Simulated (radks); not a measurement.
All-electron atom: the promethium ion Pm18+ in [Kr] 4d7. Method: scalar-relativistic Kohn-Sham, LB94 model potential, spin-polarised, spherical densities, finite nucleus; open shells are filled with parallel spins first (spin-orbit coupling, left out, can overturn this in heavy ions); Fermi nuclear charge, rms radius 4.962 fm; computed with a radial shooting solver on a logarithmic mesh with Libxc functionals.

Radial electron density D(r) = 4 pi r^2 rho(r):

| r (bohr) | D(r) (e/bohr) | spin D(r) |
|---|---|---|
| 0.003205 | 20.86 | -0.000180 |
| 0.003642 | 24.86 | -0.000213 |
| 0.004107 | 29.11 | -0.000248 |
| 0.004668 | 34.19 | -0.000289 |
| 0.005263 | 39.41 | -0.000330 |
| 0.005981 | 45.40 | -0.000375 |
| 0.006744 | 51.29 | -0.000417 |
| 0.007665 | 57.68 | -0.000457 |
| 0.008642 | 63.53 | -0.000487 |
| 0.009822 | 69.33 | -0.000502 |
| 0.01107 | 74.03 | -0.000488 |
| 0.01259 | 77.90 | -0.000422 |
| 0.01419 | 80.19 | -0.000274 |
| 0.01613 | 81.02 | 0.0000453 |
| 0.01819 | 80.30 | 0.000618 |
| 0.02067 | 78.22 | 0.00176 |
| 0.0233 | 75.59 | 0.00374 |
| 0.02649 | 72.91 | 0.00758 |
| 0.02986 | 71.49 | 0.0140 |
| 0.03394 | 72.15 | 0.0261 |
| 0.03827 | 75.41 | 0.0457 |
| 0.04349 | 81.73 | 0.0806 |
| 0.04904 | 89.53 | 0.134 |
| 0.05574 | 98.11 | 0.223 |
| 0.06284 | 104.3 | 0.348 |
| 0.07142 | 106.9 | 0.539 |
| 0.08053 | 104.5 | 0.780 |
| 0.09153 | 97.49 | 1.10 |
| 0.1032 | 88.97 | 1.44 |
| 0.1173 | 81.45 | 1.81 |
| 0.1322 | 78.80 | 2.07 |
| 0.1503 | 81.60 | 2.17 |
| 0.1695 | 87.37 | 2.02 |
| 0.1926 | 92.10 | 1.58 |
| 0.2172 | 90.62 | 0.955 |
| 0.2468 | 80.54 | 0.298 |
| 0.2783 | 65.12 | -0.0187 |
| 0.3163 | 47.96 | 0.271 |
| 0.3566 | 36.60 | 1.25 |
| 0.4053 | 32.10 | 2.88 |
| 0.457 | 33.17 | 4.53 |
| 0.5194 | 35.16 | 5.81 |
| 0.5856 | 33.98 | 6.16 |
| 0.6656 | 28.25 | 5.51 |
| 0.7504 | 20.31 | 4.24 |
| 0.8529 | 11.94 | 2.70 |
| 0.9616 | 6.064 | 1.48 |
| 1.093 | 2.393 | 0.634 |
| 1.232 | 0.8099 | 0.231 |
| 1.401 | 0.1986 | 0.0612 |
| 1.579 | 0.04102 | 0.0135 |
| 1.795 | 0.005590 | 0.00194 |
| 2.024 | 0.0006221 | 0.000226 |

D(r) has 4 maxima, at r = 0.0161, 0.0714, 0.200, 0.532 bohr, and minima at 0.0308, 0.132, 0.415 bohr, inside which lie 1.95, 11.19, 29.21 electrons.
